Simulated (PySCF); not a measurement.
Deuteron quadrupole couplings in `CC(C)PC1CC1`

Species: C6H13P.
Cartesian coordinates in Å at the GFN2-xTB level; atoms count from 1:
```
atom  x, y, z in Å
C1    -2.379    0.519   -1.289
C2    -1.253   -0.129   -0.490
C3    -1.648   -0.295    0.974
P4     0.290    0.935   -0.610
C5     1.524   -0.315   -0.066
C6     2.059   -0.230    1.336
C7     2.934    0.139    0.185
H8    -2.608    1.505   -0.890
H9    -2.098    0.631   -2.336
H10   -3.280   -0.090   -1.238
H11   -1.025   -1.114   -0.919
H12   -0.852   -0.779    1.538
H13   -2.549   -0.902    1.060
H14   -1.846    0.677    1.423
H15    0.474    0.693   -1.982
H16    1.391   -1.309   -0.485
H17    2.256   -1.151    1.865
H18    1.697    0.567    1.969
H19    3.740   -0.526   -0.090
H20    3.165    1.184    0.042
```

Level: PBE0/pcSseg-1 (PySCF, non-relativistic); Q(2H) = 0.00286 b; rigid geometry, the same for H and D, with no vibrational averaging.

Task: Rank these positions by the coupling χzz of a deuteron there, largest first.
A. H15 (P–H hydrogen)
B. H19 (methylene hydrogen)
C. H16 (methine hydrogen)
D. H12 (methyl hydrogen)
E. H11 (methine hydrogen)

Result: B (223 kHz), C (215 kHz), D (210 kHz), E (198 kHz), A (128 kHz).

Task: Tabulate Vzz, the asymmetry η and χzz = 234.96 MHz × Q × Vzz for every hydrogen position.

Result: 
| atom | bonded to | bond length (Å) | Vzz (au) | η | χzz (kHz) |
| --- | --- | --- | --- | --- | --- |
| H8 | C1 | 1.089 | 0.3117 | 0.02 | 209 |
| H9 | C1 | 1.089 | 0.3125 | 0.02 | 210 |
| H10 | C1 | 1.089 | 0.3137 | 0.02 | 211 |
| H11 | C2 | 1.098 | 0.2944 | 0.01 | 198 |
| H12 | C3 | 1.089 | 0.3123 | 0.02 | 210 |
| H13 | C3 | 1.089 | 0.3137 | 0.02 | 211 |
| H14 | C3 | 1.089 | 0.3115 | 0.02 | 209 |
| H15 | P4 | 1.406 | 0.1908 | 0.08 | 128 |
| H16 | C5 | 1.087 | 0.3195 | 0.08 | 215 |
| H17 | C6 | 1.080 | 0.3312 | 0.07 | 223 |
| H18 | C6 | 1.080 | 0.3281 | 0.07 | 220 |
| H19 | C7 | 1.080 | 0.3316 | 0.07 | 223 |
| H20 | C7 | 1.080 | 0.3287 | 0.07 | 221 |

Task: Average by the element that carries the hydrogen.

Result: on C: 213 kHz over 12 positions, mean bond length 1.087 Å; on P: 128 kHz over 1 position, mean bond length 1.406 Å.

Isolated species at its GFN2-xTB geometry (one conformer only). GFN2-xTB bond lengths can be off by several hundredths of an ångström, more for odd bonds, and the gradients follow them. The basis is small and wasn't made for field gradients, so the couplings can be 20 % off.

The run behind these numbers computed NMR shieldings as well. The run took 38 s (grids of density and orbitals included) on Arm Neoverse V1, one thread, shared host.
